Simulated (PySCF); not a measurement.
Potential energy curve for H3Al, SMILES [AlH3]. The Al1–H4 bond (Al1 also carries H, H; H4 carries nothing else) is varied alone, starting from the PBE0/def2-TZVP optimised geometry.

- UHF/6-31G (PySCF)
- RHF/6-31G (PySCF)
- UKS-PBE = unrestricted PBE/6-31G (PySCF)
- RKS-PBE = restricted PBE/6-31G in PySCF
- UKS-B3LYP = PySCF with unrestricted B3LYP/6-31G
- RKS-B3LYP = restricted B3LYP/6-31G run with PySCF
- UKS-LDA (SVWN5) = unrestricted LDA (SVWN5)/6-31G (PySCF)
- RKS-LDA (SVWN5) = restricted LDA (SVWN5)/6-31G (PySCF)

Scanned distances (Å): 1.20, 1.27, 1.34, 1.42, 1.49, 1.53, 1.59, 1.65, 1.69, 1.73, 1.84, 1.95, 2.13, 2.39, 2.59, 2.84, 3.16, 3.45, 3.86, 4.24, 4.78, 5.52.

Where does the unrestricted solution first break spin symmetry (<S²> of 0.01 or more)?

UHF: between 2.13 and 2.39 Å; UKS-PBE: between 2.84 and 3.16 Å; UKS-B3LYP: between 2.59 and 2.84 Å; UKS-LDA (SVWN5): between 2.84 and 3.16 Å.

```csv
R / Å,<S²> UHF,E(RHF) − E(UHF) / kJ/mol,<S²> UKS-PBE,E(RKS-PBE) − E(UKS-PBE) / kJ/mol,<S²> UKS-B3LYP,E(RKS-B3LYP) − E(UKS-B3LYP) / kJ/mol,<S²> UKS-LDA (SVWN5),E(RKS-LDA (SVWN5)) − E(UKS-LDA (SVWN5)) / kJ/mol
1.20,0.00,0.0,0.00,0.0,0.00,0.0,0.00,0.0
1.27,0.00,0.0,0.00,0.0,0.00,0.0,0.00,0.0
1.34,0.00,0.0,0.00,0.0,0.00,0.0,0.00,0.0
1.42,0.00,0.0,0.00,0.0,0.00,0.0,0.00,0.0
1.49,0.00,0.0,0.00,0.0,0.00,0.0,0.00,0.0
1.53,0.00,0.0,0.00,0.0,0.00,0.0,0.00,0.0
1.59,0.00,0.0,0.00,0.0,0.00,0.0,0.00,0.0
1.65,0.00,0.0,0.00,0.0,0.00,0.0,0.00,0.0
1.69,0.00,0.0,0.00,0.0,0.00,0.0,0.00,0.0
1.73,0.00,0.0,0.00,0.0,0.00,0.0,0.00,0.0
1.84,0.00,0.0,0.00,0.0,0.00,0.0,0.00,0.0
1.95,0.00,0.0,0.00,0.0,0.00,0.0,0.00,0.0
2.13,0.00,0.0,0.00,0.0,0.00,0.0,0.00,0.0
2.39,0.23,4.0,0.00,0.0,0.00,0.0,0.00,0.0
2.59,0.51,25.7,0.00,0.0,0.00,0.0,0.00,0.0
2.84,0.73,67.4,0.00,0.0,0.20,2.1,0.00,0.0
3.16,0.87,128.5,0.46,7.9,0.56,20.0,0.23,1.6
3.45,0.94,182.8,0.74,26.5,0.76,43.2,0.57,13.6
3.86,0.98,251.4,0.92,56.0,0.90,76.5,0.81,36.4
4.24,0.99,304.6,0.98,79.9,0.96,103.2,0.91,56.2
4.78,1.00,363.7,1.00,103.8,0.99,131.7,0.98,77.7
5.52,1.00,418.4,1.00,121.7,1.00,155.3,1.00,95.1
```
